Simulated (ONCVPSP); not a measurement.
**Varying the ONCV potential for Ir (Z = 77)**

Base potential:

iridium, optimised norm-conserving Vanderbilt (ONCV), made with ONCVPSP 4.0.1 (PBE, scalar-relativistic). Core [Kr] 4d10 4f14, reference 5s2 5p6 5d8 6s1. Waves: 5s+6s: rc 1.55 bohr, ncon 4, nbas 7, qcut 7.8 1/bohr, 2 projectors; 5p: rc 1.60 bohr, ncon 4, nbas 9, qcut 9.3 1/bohr, 3 projectors, debl 0.7 Ha; 5d: rc 1.55 bohr, ncon 3, nbas 6, qcut 5.5 1/bohr, 3 projectors, debl 0.4 Ha. Local part: polynomial inside 1.20 bohr (lpopt 3, dvloc0 4 Ha). Core correction: none.

In the p channel the program set the typed energies aside and used -1.922, 0.250, 0.950 Ha.

All-electron outer shells of the reference configuration (PBE, scalar-relativistic, ld1.x):

```tsv
shell	level (eV)	outermost node (bohr)	outermost maximum (bohr)
5s	-95.43	0.50	0.89
4f	-59.54	–	0.39
5p	-52.30	0.54	1.01
6s	-5.55	1.17	2.44
5d	-5.42	0.59	1.31
```

Cutoffs, loose and tight: the cutoffs (Ha) at which the residual kinetic energy of the hardest occupied pseudo-wave falls to 1 and 0.1 mHa per electron. They do not see the model core or the augmentation charge, which bear on the density cutoff. Test errors are all-electron minus pseudo excitation energies from the reference, over the configurations 5s2 5p6 5d7 6s2; 5s2 5p6 5d7 6s1; 5s2 5p6 5d7 6s0; 5s2 5p6 5d6 6s0. A dash means not determined; rows that change the core or the reference have their own tests.

A true bound ghost makes a file unfit for plane-wave use even where its test errors are small: the radial tests pick states by their node count and pass the ghost by.

| change | outcome | cutoff, loose | cutoff, tight | bound ghosts | GHOST(+) flags above zero | largest test error (meV) |
| --- | --- | --- | --- | --- | --- | --- |
| base | generated, projector energies reset by the program | 27 Ha | 50 Ha | d | s | -14 |
| d: ncon 5, nbas 8 | generated, projector energies reset by the program | 27 Ha | 34 Ha | d | s | -11 |
| local potential polynomial inside 1.20 bohr (lpopt 3, dvloc0 2.5 Ha) | generated, projector energies reset by the program | 27 Ha | 50 Ha | d | s | -14 |
| d: rc 1.18; local potential polynomial inside 1.18 bohr (lpopt 3, dvloc0 4 Ha) | generated, projector energies reset by the program | 27 Ha | 33 Ha | d | s, d | -8.7 |
| local potential polynomial inside 1.10 bohr (lpopt 5, dvloc0 0 Ha) | generated, projector energies reset by the program | 27 Ha | 50 Ha | d | s | -14 |
| reference 5s2 5p6 5d7 6s2 | generated, projector energies reset by the program | 27 Ha | 50 Ha | d | s | -14 |
| core correction Teter function fitted to the true core (icmod 2), fcfact 0.65 | generated, projector energies reset by the program | 27 Ha | 50 Ha | d | s | -13 |
